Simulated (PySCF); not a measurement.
EuSe: energy against distance

Set-up: Eu x2c-SVPall, Se x2c-SVPall; spin-free X2C with a Gaussian nucleus (PySCF 2.14). Energies in eV from Eu (4f7 6s2) + Se in their ground configurations at the same level. State: octet, about 7.0 electrons in the 4f shell (Mulliken).

All columns are PBE0. A positive dipole means Eu(−)Se(+).

```json
{"R (Å)": "2.188", "E (eV)": "-2.272", "μ (D)": "-7.19", "Mulliken charge on Eu (basis-dependent)": "0.36", "HOMO (eV)": "-4.44", "LUMO (eV)": "-1.78", "Mayer bond order": "2.43", "⟨S²⟩": "15.77"}
{"R (Å)": "2.290", "E (eV)": "-2.975", "μ (D)": "-8.04", "Mulliken charge on Eu (basis-dependent)": "0.41", "HOMO (eV)": "-4.64", "LUMO (eV)": "-1.89", "Mayer bond order": "2.36", "⟨S²⟩": "15.77"}
{"R (Å)": "2.391", "E (eV)": "-3.363", "μ (D)": "-8.76", "Mulliken charge on Eu (basis-dependent)": "0.46", "HOMO (eV)": "-4.81", "LUMO (eV)": "-2.00", "Mayer bond order": "2.30", "⟨S²⟩": "15.77"}
{"R (Å)": "2.468", "E (eV)": "-3.499", "μ (D)": "-9.23", "Mulliken charge on Eu (basis-dependent)": "0.48", "HOMO (eV)": "-4.73", "LUMO (eV)": "-2.09", "Mayer bond order": "2.27", "⟨S²⟩": "15.78"}
{"R (Å)": "2.544", "E (eV)": "-3.536", "μ (D)": "-9.65", "Mulliken charge on Eu (basis-dependent)": "0.50", "HOMO (eV)": "-4.64", "LUMO (eV)": "-2.18", "Mayer bond order": "2.24", "⟨S²⟩": "15.78"}
{"R (Å)": "2.620", "E (eV)": "-3.495", "μ (D)": "-10.01", "Mulliken charge on Eu (basis-dependent)": "0.51", "HOMO (eV)": "-4.54", "LUMO (eV)": "-2.27", "Mayer bond order": "2.22", "⟨S²⟩": "15.78"}
{"R (Å)": "2.722", "E (eV)": "-3.353", "μ (D)": "-10.40", "Mulliken charge on Eu (basis-dependent)": "0.53", "HOMO (eV)": "-4.42", "LUMO (eV)": "-2.39", "Mayer bond order": "2.18", "⟨S²⟩": "15.79"}
{"R (Å)": "2.849", "E (eV)": "-3.080", "μ (D)": "-10.74", "Mulliken charge on Eu (basis-dependent)": "0.54", "HOMO (eV)": "-4.30", "LUMO (eV)": "-2.52", "Mayer bond order": "2.12", "⟨S²⟩": "15.82"}
{"R (Å)": "3.002", "E (eV)": "-2.682", "μ (D)": "-10.83", "Mulliken charge on Eu (basis-dependent)": "0.54", "HOMO (eV)": "-4.22", "LUMO (eV)": "-2.67", "Mayer bond order": "2.01", "⟨S²⟩": "15.90"}
{"R (Å)": "3.205", "E (eV)": "-2.136", "μ (D)": "-10.38", "Mulliken charge on Eu (basis-dependent)": "0.53", "HOMO (eV)": "-4.24", "LUMO (eV)": "-2.79", "Mayer bond order": "1.71", "⟨S²⟩": "16.12"}
```

A fit through these points gives, at Re = 2.539 Å, μ = -9.62 D and dμ/dR = -5.10 D/Å; the reduced mass is 52.49 u.

Q: How strong is the fundamental in the double-harmonic approximation, I = 42.26·(dμ/dR)²/μred km/mol?

A: I = 42.26·(-5.10)²/52.49 = 20.9 km/mol at PBE0.

⟨S²⟩ of the unrestricted solution departs from its pure value on part of the curve, where spin states mix. These are scalar-relativistic numbers at best; spin–orbit coupling would shift them, the dissociation energy most. The state is the lowest single determinant that the PBE0 search found; with open d or f shells the true ground state can be another one.
